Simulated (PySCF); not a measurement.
## Se⁺ (selenium, charge +1) across methods

[Ar] 3d10 4s2 4p2 4d1, one real determinant (an excited configuration). All numbers are calculated (PySCF 2.14, the spin-free X2C one-electron Hamiltonian (Gaussian nucleus), in aug-cc-pVTZ-DK). The B2PLYP total includes its PT2 part (frozen core); its orbital energies are those of the SCF part.

```
method  E (hartree)  mean ε 4s β (eV)  mean ε 4p α (eV)  mean ε 4d α (eV)  Σ⟨r²⟩ (bohr²)   ⟨S²⟩
 wB97X    -2429.024           -32.500           -22.495            -7.674          38.60  3.751
r2SCAN    -2428.945           -28.545           -19.254            -5.736          38.88  3.751
B2PLYP    -2428.546           -30.711           -21.506            -6.577          39.28  3.751
   UHF  -2427.25333           -31.948           -24.054            -7.358          39.87  3.753
  PBE0    -2428.698           -29.516           -20.219            -6.279          38.80  3.751
 HSE06    -2428.693           -29.283           -19.785            -5.910          38.87  3.751
M06-2X    -2429.085           -29.554           -21.367            -6.722          38.87  3.752
   PBE    -2428.660           -28.279           -18.707            -5.749          38.73  3.751
```

(1) Estimate the same row for LDA.

⟨L²⟩ = 7.97 against 12 for a pure F term, so this real determinant mixes terms. The outer electron is Rydberg-like, and this basis confines it to a smaller radius and binds it less than a complete one would.

Answers

(1) E (hartree) = -2425.384; mean ε 4s β (eV) = -28.723; mean ε 4p α (eV) = -18.779; mean ε 4d α (eV) = -5.670; Σ⟨r²⟩ (bohr²) = 38.62; ⟨S²⟩ = 3.750.
